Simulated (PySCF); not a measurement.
## Computed properties of V(O)(OH)3 (H3O4V), SMILES [OH][V]([OH])([OH])=[O], multiplicity 1

H3O4V, SMILES [O]=[V]([OH])([OH])[OH], multiplicity 1. The structure is a stationary point at ωB97X-D3(BJ)/def2-SVP. The spin state was assumed, not searched. The values are those of a single conformer. All values are computed for the isolated molecule unless a solvent is named; none is compared with measurement here.

**Structure.** The optimised structure has C3v symmetry. All 18 harmonic modes at ωB97X-D3(BJ)/def2-SVP (PySCF) are real, so it is a minimum. With heavy atoms numbered as in [V:1](=[O:2])([OH:3])([OH:5])[OH:7], the shortest bond between them is V1–O2 at 1.541 Å and the longest V1–O5 at 1.752 Å.

**Vibrations.** The strongest infrared lines (harmonic, unscaled, degenerate partners summed) lie at 3909 cm⁻¹ (555 km/mol, H 94 %), 838 cm⁻¹ (418 km/mol, O 50 %, V 37 %, H 13 %), 646 cm⁻¹ (397 km/mol, H 72 %, O 28 %). The softest mode is at 248 cm⁻¹ and the zero-point energy is 28.2 kcal/mol.

**Electronic structure.** PBE0/def2-TZVP (PySCF) places the frontier levels at -9.13 and -2.14 eV, a gap of 6.99 eV, and gives a dipole moment of 1.81 D and a mean polarisability of 45.9 bohr³. PBE/def2-TZVP (PySCF) at the same geometry gives -7.45 and -3.00 eV, so its gap is 2.54 eV narrower. An orbital gap is neither the optical nor the fundamental gap.

**Excitations.** TDA-M06-2X/def2-SVPD (PySCF) has S1 at 5.58 eV (222 nm, f = 0.000, dark); the most intense of the 10 singlets computed lies at 6.12 eV (f = 0.01). Strengths of degenerate partners are summed. T1 (TDA) is at 4.96 eV, 0.62 eV under S1. TDA-PBE/def2-SVPD (PySCF) puts S1 at 4.59 eV. No vertical singlet excitation falls in the visible range (under 3.1 eV).

**NMR.** GIAO shifts at PBE0/pcSseg-1 (PySCF) (non-relativistic, atoms alike by connectivity averaged): ¹H at 11.0 ppm against TMS.
